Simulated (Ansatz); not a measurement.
This geometry of CH9BN2Si (14 atoms, charge 0, multiplicity 1) is a first-order saddle point.

All numbers below come from RKS PBE/cc-pVDZ (Ansatz 0.2.0).

```xyz
14
Properties=species:S:1:pos:R:3
B -1.181 1.784 1.792
N -1.370 0.866 0.739
Si -0.228 0.513 -0.587
N 0.673 -0.921 -0.149
C 1.453 -1.737 -1.067
H -0.152 2.433 1.825
H -2.043 1.908 2.643
H -2.251 0.339 0.727
H 0.655 1.723 -0.756
H -1.029 0.307 -1.859
H 0.405 -1.386 0.722
H 1.762 -1.129 -1.942
H 2.389 -2.106 -0.593
H 0.903 -2.623 -1.466
```

(1) Which two structures does it join? (They come from a converged band through this point; their orientation in space is the band's.)

(2) How far does it lie above each of them?

Results:

(1) No bond is made or broken. The dihedral N2–Si3–N4–H11 goes from 87 to -57°.

Image 0:

```xyz
14
Properties=species:S:1:pos:R:3
B -0.619 1.710 1.701
N -1.176 0.753 0.829
Si -0.665 0.380 -0.854
N 0.178 -1.130 -1.109
C 1.481 -1.442 -0.530
H 0.298 2.404 1.301
H -1.061 1.828 2.830
H -1.944 0.181 1.202
H 0.245 1.516 -1.221
H -1.910 0.275 -1.698
H -0.401 -1.958 -1.277
H 2.087 -0.515 -0.465
H 1.435 -1.876 0.496
H 2.042 -2.153 -1.175
```

Image 8:

```xyz
14
Properties=species:S:1:pos:R:3
B -1.199 1.980 1.768
N -1.190 0.839 0.940
Si -0.130 0.510 -0.460
N 0.669 -1.024 -0.172
C 1.179 -1.890 -1.231
H -0.406 2.876 1.548
H -1.995 2.044 2.688
H -1.863 0.095 1.160
H 0.716 1.756 -0.579
H -0.918 0.288 -1.729
H 1.215 -1.090 0.693
H 0.535 -1.793 -2.129
H 2.225 -1.663 -1.548
H 1.147 -2.957 -0.921
```

(2) 11.9 kJ/mol above the first and 9.1 kJ/mol above the second. This is the barrier of this one path; another mechanism may lie lower.

Run time: 8.2 min on 2 threads of Arm Neoverse V1, with other jobs on the host, peak memory 0.17 GiB.
